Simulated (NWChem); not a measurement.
System: SiH3TeOF; SMILES F[Te]O[SiH3]

```xyz
7

Te     0.2943    -0.7755     0.0490
F     -1.6310    -1.1467    -0.0764
O      0.2830     1.0604    -0.7534
Si    -0.1492     2.4092     0.2003
H     -1.5403     2.2566     0.7475
H     -0.0773     3.5872    -0.7261
H      0.8166     2.5895     1.3407
```
Atoms are numbered in this order, from 1.

Program: NWChem. The geometry was optimised at PBE-D3(BJ)/def2-SVP. def2 effective core potentials on Te; no spin-orbit coupling. Ions are spin-unrestricted doublets at the neutral geometry. Hybrids' shares of exact exchange are those that their runs print; pure functionals count as 0. The functionals differ in more than this share.

```
row                    share of exact exchange  ΔSCF ionisation energy minus −ε(HOMO) (eV)
---------------------  -----------------------  ------------------------------------------
PBE/def2-SVP                              0.00                                        3.29
B3LYP/def2-SVP                            0.20                                        2.58
M06-2X/def2-SVP                           0.54                                        1.14
Hartree-Fock/def2-SVP                     1.00                                    withheld
```

Task: Fit a straight line of the last column on the one before it, predict the withheld value, and compare with the run.

Result: 
1. Means of the 3 shown rows: x = 0.247, y = 2.337. Slope Σ(x − x̄)(y − ȳ)/Σ(x − x̄)² = -0.5975/0.1491 = -4.008; intercept 3.325.
2. The shown rows scatter about the line by 0.040 (root mean square); the largest residual is +0.06, at B3LYP/def2-SVP.
3. At x = 1.00 (Hartree-Fock/def2-SVP; beyond the shown range) the line gives -0.68.
4. The run gives -0.88, -0.20 from the line, 5.0 times the scatter. The line crosses zero at a share of 0.83.
